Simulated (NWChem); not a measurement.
System: sulfur tetrafluoride (SF$_{4}$); SMILES FS(F)(F)F

NWChem printed, in part:

```
             Northwest Computational Chemistry Package (NWChem) 7.3.0
             --------------------------------------------------------

 C2V symmetry detected

                             Geometry "geometry" -> ""
                             -------------------------

 Output coordinates in angstroms (scale by  1.889725989 to convert to a.u.)

  No.       Tag          Charge          X              Y              Z
 ---- ---------------- ---------- -------------- -------------- --------------
    1 F                    9.0000     1.22054500     0.00000000     0.61800008
    2 S                   16.0000     0.00000000     0.00000000    -0.38660192
    3 F                    9.0000     0.00000000    -1.65416900    -0.27435392
    4 F                    9.0000     0.00000000     1.65416900    -0.27435392
    5 F                    9.0000    -1.22054500     0.00000000     0.61800008

 Effective nuclear repulsion energy (a.u.)     295.3507469767

      Symmetry information
      --------------------

 Group name             C2v
 Group number             16
 Group order               4
 No. of unique centers     3

  pbe96 is a nonlocal functional; adding pw91lda local functional.

                                 NWChem DFT Module
                                 -----------------

 Summary of "ao basis" -> "ao basis" (spherical)
 ------------------------------------------------------------------------------
       Tag                 Description            Shells   Functions and Types
 ---------------- ------------------------------  ------  ---------------------
 F                          def2-svp                 6       14   3s2p1d
 S                          def2-svp                 8       18   4s3p1d

      Symmetry analysis of basis
      --------------------------

        a1         29
        a2          9
        b1         18
        b2         18

            General Information
            -------------------
          SCF calculation type: DFT
          Wavefunction type:  closed shell.
          No. of atoms     :     5
          No. of electrons :    52
           Alpha electrons :    26
            Beta electrons :    26
          Charge           :     0
          Spin multiplicity:     1
          Use of symmetry is: on ; symmetry adaption is: on
          Maximum number of iterations: 150
          AO basis - number of functions:    74
                     number of shells:    32
          Convergence on energy requested:  1.00D-06
          Convergence on density requested:  1.00D-05
          Convergence on gradient requested:  5.00D-04

              XC Information
              --------------
                     Hartree-Fock (Exact) Exchange  1.000
                     LC-wPBE(h)Exchange Functional  1.000
            Perdew 1991 LDA Correlation Functional  1.000 local
           PerdewBurkeErnz. Correlation Functional  1.000 non-local

           Range-Separation Parameters
           ---------------------------
           Alpha           :  0.00
           Beta            :  1.00
           Gamma           :  0.80
           Short-Range HF  :     F

             Grid Information
             ----------------
          Grid used for XC integration:  medium
          Radial quadrature: Mura-Knowles
          Angular quadrature: Lebedev.
          Tag              B.-S. Rad. Rad. Pts. Rad. Cut. Ang. Pts.
          ---              ---------- --------- --------- ---------
          F                   0.50       49           8.0       434
          S                   1.00       88           5.0       590
          Grid pruning is: on
          Number of quadrature shells:   186
          Spatial weights used:  Erf1

      Superposition of Atomic Density Guess
      -------------------------------------

 Sum of atomic energies:        -794.51736391

      Non-variational initial energy
      ------------------------------

 Total energy =    -795.309794
 1-e energy   =   -1695.578293
 2-e energy   =     604.917751
 HOMO         =      -0.341328
 LUMO         =       0.043430

      Symmetry analysis of molecular orbitals - initial
      -------------------------------------------------

  Numbering of irreducible representations:

     1 a1          2 a2          3 b1          4 b2

  Orbital symmetries:

     1 a1          2 a1          3 b1          4 b2          5 a1
     6 a1          7 b2          8 b1          9 a1         10 a1
    11 b2         12 b1         13 a1         14 a1         15 b2
    16 b1         17 a1         18 a2         19 b2         20 a1
    21 b1         22 a1         23 b1         24 b2         25 a2
    26 a1         27 b1         28 a1         29 b2         30 a1
    31 b2         32 a2         33 a1         34 b1         35 a1
    36 b2

   convergence    iter        energy       DeltaE   RMS-Dens  Diis-err
 ---------------- ----- ----------------- --------- --------- ---------
 d= 0,ls=0.0,diis     1   -796.5632467792 -1.09D+03  1.84D-02  2.06D+00
 d= 0,ls=0.0,diis     2   -796.6761970887 -1.13D-01  7.00D-03  1.07D+00
 d= 0,ls=0.0,diis     3   -796.7633881291 -8.72D-02  1.04D-03  1.82D-02
 d= 0,ls=0.0,diis     4   -796.7649758756 -1.59D-03  4.13D-04  6.96D-04
 d= 0,ls=0.0,diis     5   -796.7651145079 -1.39D-04  2.07D-04  9.99D-05
  Resetting Diis
 d= 0,ls=0.0,diis     6   -796.7651404871 -2.60D-05  1.29D-04  3.00D-05
 d= 0,ls=0.0,diis     7   -796.7651475212 -7.03D-06  2.18D-05  7.73D-07
 d= 0,ls=0.0,diis     8   -796.7651477703 -2.49D-07  9.07D-06  1.86D-07

         Total DFT energy =     -796.765147770315
      One electron energy =    -1692.297397200749
           Coulomb energy =      667.532890725507
    Exchange-Corr. energy =      -67.351388271801
 Nuclear repulsion energy =      295.350746976727

 Numeric. integr. density =       52.000004246711

                  Occupations of the irreducible representations
                  ----------------------------------------------

                     irrep           alpha         beta
                     --------     --------     --------
                     a1               12.0         12.0
                     a2                2.0          2.0
                     b1                6.0          6.0
                     b2                6.0          6.0

                       DFT Final Molecular Orbital Analysis
                       ------------------------------------

 Vector   24  Occ=2.000000D+00  E=-6.336872D-01  Symmetry=b2
              MO Center= -3.2D-14, -1.1D-13, -4.9D-02, r^2= 3.0D+00
   Bfn.  Coefficient  Atom+Function         Bfn.  Coefficient  Atom+Function
  ----- ------------  ---------------      ----- ------------  ---------------
    38      0.381158  3 F  pz                52     -0.381158  4 F  pz
     5      0.273948  1 F  py                65      0.273948  5 F  py
    41     -0.267647  3 F  pz                55      0.267647  4 F  pz
     8     -0.171145  1 F  py                68     -0.171145  5 F  py
    37      0.146102  3 F  py                51      0.146102  4 F  py

 Vector   25  Occ=2.000000D+00  E=-6.265884D-01  Symmetry=a2
              MO Center=  4.3D-14,  1.1D-16, -5.3D-02, r^2= 3.0D+00
   Bfn.  Coefficient  Atom+Function         Bfn.  Coefficient  Atom+Function
  ----- ------------  ---------------      ----- ------------  ---------------
    36      0.417786  3 F  px                50     -0.417786  4 F  px
    39     -0.296577  3 F  px                53      0.296577  4 F  px
     5      0.264194  1 F  py                65     -0.264194  5 F  py
     8     -0.170579  1 F  py                68      0.170579  5 F  py
    28      0.039735  2 S  d -2

 Vector   26  Occ=2.000000D+00  E=-5.240056D-01  Symmetry=a1
              MO Center= -6.8D-17, -5.2D-15, -5.2D-01, r^2= 2.3D+00
   Bfn.  Coefficient  Atom+Function         Bfn.  Coefficient  Atom+Function
  ----- ------------  ---------------      ----- ------------  ---------------
    18      0.399496  2 S  s                 17      0.341300  2 S  s
    24     -0.298238  2 S  pz                37      0.284437  3 F  py
    51     -0.284437  4 F  py                27     -0.240266  2 S  pz
    16     -0.235695  2 S  s                 38     -0.230231  3 F  pz
    52     -0.230231  4 F  pz                40     -0.217368  3 F  py

 Vector   27  Occ=0.000000D+00  E= 2.962853D-02  Symmetry=b1
              MO Center= -3.7D-15,  1.1D-16, -4.8D-01, r^2= 1.7D+00
   Bfn.  Coefficient  Atom+Function         Bfn.  Coefficient  Atom+Function
  ----- ------------  ---------------      ----- ------------  ---------------
    25      0.940851  2 S  px                22      0.434838  2 S  px
     3     -0.333342  1 F  s                 63      0.333342  5 F  s
     9      0.245190  1 F  pz                69     -0.245190  5 F  pz
    19      0.232440  2 S  px                 6     -0.224066  1 F  pz
    66      0.224066  5 F  pz                39     -0.150978  3 F  px

 Vector   28  Occ=0.000000D+00  E= 1.344792D-01  Symmetry=a1
              MO Center=  4.2D-15,  2.5D-16,  6.9D-02, r^2= 1.7D+00
   Bfn.  Coefficient  Atom+Function         Bfn.  Coefficient  Atom+Function
  ----- ------------  ---------------      ----- ------------  ---------------
    17      0.843211  2 S  s                 27      0.723666  2 S  pz
    24      0.415586  2 S  pz                16     -0.387529  2 S  s
     3     -0.313953  1 F  s                 63     -0.313953  5 F  s
     7      0.310037  1 F  px                67     -0.310037  5 F  px
     4     -0.300171  1 F  px                64      0.300171  5 F  px

[...]
```

Level: LC-wPBE (HJS exchange hole, range parameter 0.8 per bohr)/def2-SVP, vertical spin-unrestricted ions. Geometry: optimised at PBE0/def2-SVP.

Q: Reconstruct the input file.

A: Several could match; the one computed here: the input that was run:
```
start job
memory heap 200 mb stack 900 mb global 1100 mb
geometry units angstroms noautoz
  F      1.220545     0.000000     0.616808
  S      0.000000     0.000000    -0.387794
  F      0.000000    -1.654169    -0.275546
  F      0.000000     1.654169    -0.275546
  F     -1.220545     0.000000     0.616808
end
basis spherical
  * library def2-svp
end
dft
  xc xwpbe 1.00 cpbe96 1.0 hfexch 1.00
  cam 0.8 cam_alpha 0.0 cam_beta 1.0
  iterations 150
  vectors input atomic output neutral.movecs
end
task dft energy
charge 1
dft
  odft
  mult 2
  vectors input atomic output cation.movecs
end
task dft energy
```
